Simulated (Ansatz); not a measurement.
Stepwise reaction of `[F][Sb]([F])[SiH3]` with hydrogen, as a gas-phase model of exchange steps in deposition or etching. ΔE in kJ/mol; ΔG adds harmonic PBE0-D4 terms to CCSD(T)/CBS, at 1 bar.

Computed with Ansatz on PBE0-D4/def2-TZVP structures; ΔE is electronic, products minus reactants. CCSD(T)/CBS adds triple-zeta CCSD(T) − MP2 to the extrapolated MP2 energy (def2 sets, frozen cores). This one scheme is used for every species. Functionals use def2-TZVPP. B3LYP here is the variant with VWN-RPA as its local correlation; programs differ in this. Elements past krypton have def2 core potentials. For Sb outer-core shells are correlated without core-valence functions, which leaves a few kJ/mol of doubt a bond.

| step | reaction | PBE-D4 | B3LYP-D4 | ωB97M-V | CCSD(T)/CBS | ΔG(500 K) |
| --- | --- | --- | --- | --- | --- | --- |
| 1 | `[F][Sb]([F])[SiH3]` + H₂ → `[F][SbH][SiH3]` + H–F | 42.2 | 42.5 | 36.8 | 33.4 | 33.9 |
| 2 | `[F][SbH][SiH3]` + H₂ → `[SiH3][SbH2]` + H–F | 5.5 | 8.3 | 1.2 | -3.0 | -2.5 |

By hand: ΔE of the 2 steps together at CCSD(T)/CBS.

(33.4) + (-3.0) = 30.4 kJ/mol, or 15.2 kJ/mol a step.

In ΔE each step is lower than the one before. ΔG lies between -2.5 and 33.9 kJ/mol a step. PBE-D4 differs from CCSD(T)/CBS by 8.5 to 8.8 kJ/mol a step. Isolated molecules leave out the surface, adducts and barriers. Largest T1 diagnostic: 0.015.
